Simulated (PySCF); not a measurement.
GeF4: computed shieldings and shifts

GeF4, F4Ge, point group Td.

Geometry (Å), atoms numbered from 1 in this order:
```xyz
5

Ge    0.000    0.000   -0.001
F     0.012   -0.011    1.697
F     1.597    0.010   -0.577
F    -0.809    1.387   -0.550
F    -0.800   -1.386   -0.569
```

GIAO calculations in PySCF 2.14 on the PBE0-D3(BJ)/def2-SVP structure: isolated species, non-relativistic, equivalent atoms averaged; basis pcSseg-1 (pcSseg-2 on Ge).

Task: Give the isotropic shieldings (ppm) with B3LYP, PBE, PBE0.

Result: 
```tsv
atoms	environment	B3LYP	PBE	PBE0
Ge1	germanium bonded to 4 F	1459	1410	1483
F2/F3/F4/F5	fluorine bonded to Ge	332.7	313.5	339.8
HOMO–LUMO gap (eV)	–	10.15	7.52	10.91
```

Task: And the chemical shifts, against references computed in the same way?

Result: 
| atoms | nucleus, reference | B3LYP | PBE | PBE0 |
| --- | --- | --- | --- | --- |
| F2/F3/F4/F5 | ¹⁹F, CFCl3 | -160.7 | -168.7 | -162.6 |

Task: Which part of the shielding of Ge1 depends on the functional?

Result: Diamagnetic: B3LYP 2758, PBE 2759, PBE0 2758 ppm; paramagnetic: B3LYP -1299, PBE -1350, PBE0 -1275 ppm. The diamagnetic part, set mainly by inner electrons, hardly moves; the paramagnetic part goes with low-lying magnetically allowed excitations and carries the spread.

Task: What couplings does PBE/pcJ-1 (pcSseg-1 on Ge) give?

Result: ²J(F2,F3) = -221.2 Hz (averaged over equivalent pairs; isotopes ¹⁹F).

Relativistic effects, spin–orbit coupling among them, are left out; they matter for Ge and for the light atoms bonded to it. Unscaled 19F shifts against computed CFCl3 carry errors that often reach 10 to 50 ppm.
